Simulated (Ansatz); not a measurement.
GeH₃NO, SMILES `[NH2][Ge][OH]`, relaxed with RKS PBE-D4/def2-SVP in Ansatz from a rough embedded geometry. The force threshold is 0.03 eV/Å; the program also tests the step.

The species carries charge 0 and has multiplicity 1.

Start:

```xyz
6

N     0.837   -0.597   -0.444
Ge    0.376    0.795    0.599
O    -1.154    0.420    1.396
H     1.676   -0.295   -0.983
H     0.112   -0.696   -1.232
H    -1.847    0.374    0.665
```

(1) How much energy does the relaxation release, and in how many steps? (Best estimate.)

(2) Which bonds change most? (Estimate.)

(3) Give the relaxed structure. (Best estimate.)

Answers

(1) Computed: 19.87 kcal/mol, in 9 steps, 2 of them rejected.

(2) Ansatz gave: Ge2–O3 from 1.765 to 1.818 Å; N1–Ge2 from 1.800 to 1.851 Å; N1–H5 from 1.075 to 1.026 Å; O3–H6 from 1.008 to 0.977 Å.

(3) Computed: 
```xyz
6

N     0.727   -0.273   -0.583
Ge    0.571    0.767    0.940
O    -1.220    0.621    1.211
H     1.633   -0.421   -1.037
H    -0.023   -0.764   -1.083
H    -1.688    0.070    0.553
```
